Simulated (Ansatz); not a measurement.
System: H₂Ge, singlet: symmetric bend, bond length relaxed. Scanned: H-Ge-H angle. Other coordinates (Ge-H bond length) were minimised at B3LYP/def2-TZVP.

- FCI/def2-SVP = full CI/def2-SVP, cores with 3d frozen in Ansatz (a first-principles code)
- CCSDT/def2-SVP = CCSDT on RHF/def2-SVP, cores with 3d frozen run with Ansatz
- RKS-CAM-B3LYP/def2-SVP = restricted CAM-B3LYP/def2-SVP run with Ansatz

Energies in kcal/mol, each method relative to its own lowest point.

```csv
a / °,FCI/def2-SVP,CCSDT/def2-SVP,RKS-CAM-B3LYP/def2-SVP
160.73,55.9,56.1,60.0
148.91,40.9,41.0,43.4
142.04,32.5,32.6,34.4
127.54,17.2,17.2,18.2
119.23,10.4,10.4,11.1
110.37,4.9,4.9,5.3
97.68,0.4,0.4,?
89.58,0.0,0.0,0.0
80.48,1.9,1.9,1.7
70.11,7.1,7.1,6.8
60,15.2,15.2,14.9
```

Question: Fill in the missing entries.

Answer: 
- 97.68, RKS-CAM-B3LYP/def2-SVP: 0.6

The scan ran from 180.0 to 60.0; beyond the range shown the relaxed coordinates jump or full CI changes its symmetry label.
